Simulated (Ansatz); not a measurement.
Geometry optimisation, RKS PBE-D4/6-31G* in Ansatz.

The input (input.yaml):

```yaml
crystal:
  periodic: [false, false, false]
  atoms:
    - { symbol: B, position_ang: [0.0, 0.0, 0.0] }
    - { symbol: O, position_ang: [0.0, 0.0, 1.76] }
    - { symbol: H, position_ang: [-0.9095, -0.2814, 2.0971] }
    - { symbol: H, position_ang: [1.0305, 0.0, -0.595] }
    - { symbol: H, position_ang: [-1.0305, 0.0, -0.595] }
    - { symbol: "N", position_ang: [0.0829, 1.7537, 0.5833] }
    - { symbol: H, position_ang: [0.4765, 1.9752, 1.5423] }
    - { symbol: C, position_ang: [-0.397, 2.8399, -0.283] }
    - { symbol: H, position_ang: [-0.6674, 2.4284, -1.2779] }
    - { symbol: H, position_ang: [-1.2899, 3.3132, 0.1762] }
    - { symbol: H, position_ang: [0.4035, 3.5996, -0.4026] }
    - { symbol: H, position_ang: [0.0529, 1.1189, 1.5507] }
basis:
  gaussian: { orbitals: "6-31G*" }
hamiltonian:
  xc: pbe
  dispersion: d4
relax:
  f_tol: 0.15
  max_steps: 25
  restrain:
    - { distance: [0, 5], at: 1.55, k: 30.0 }
    - { distance: [11, 1], at: 1.01, k: 30.0 }
    - { distance: [0, 1], at: 2.61, k: 30.0 }
    - { distance: [11, 5], at: 2.26, k: 30.0 }
```

Command:

```bash
$ ansatz run input.yaml --threads 1 --pin off --max-ram 2048MiB --backend cpu --events-out ev --progress --plain --runs-dir out
```

Where does it end, and by what steps?

The run converged. The restraints hold the end off the free minimum. After 13 steps the energy has fallen by 4.346 eV (the restraints' own energy left out); H7 moved furthest, 1.40 Å. Parted: N6–H12 (1.16 → 2.26 Å).

| step | energy less start (eV) | largest force component (eV/Å) | accepted |
| --- | --- | --- | --- |
| 0 | 0.0000 | 4.535 | yes |
| 1 | -1.2465 | 4.595 | yes |
| 2 | -1.7360 | 4.190 | yes |
| 3 | -2.3519 | 3.837 | yes |
| 4 | -3.1083 | 1.954 | yes |
| 5 | -3.5476 | 1.581 | yes |
| 6 | -3.8461 | 1.642 | yes |
| 7 | -4.0423 | 1.740 | yes |
| 8 | -4.1514 | 2.277 | yes |
| 9 | -4.2606 | 1.922 | yes |
| 10 | -4.2908 | 1.940 | yes |
| 11 | -4.3298 | 2.195 | yes |
| 12 | -4.3327 | 2.031 | yes |
| 13 | -4.3455 | 2.071 | yes |

```xyz
12
Properties=species:S:1:pos:R:3
B 0.392 0.410 -0.196
O -0.567 -0.217 2.151
H -1.467 -0.282 1.772
H 1.369 -0.267 -0.026
H -0.616 0.030 -0.740
N 0.477 1.850 0.138
H 1.366 2.217 0.483
C -0.517 2.870 -0.170
H -1.412 2.376 -0.582
H -0.815 3.451 0.724
H -0.147 3.591 -0.925
H -0.310 0.717 1.927
```

Time of the run: 40 s on 1 thread of Arm Neoverse V2, on a shared host, peak memory 0.14 GiB.
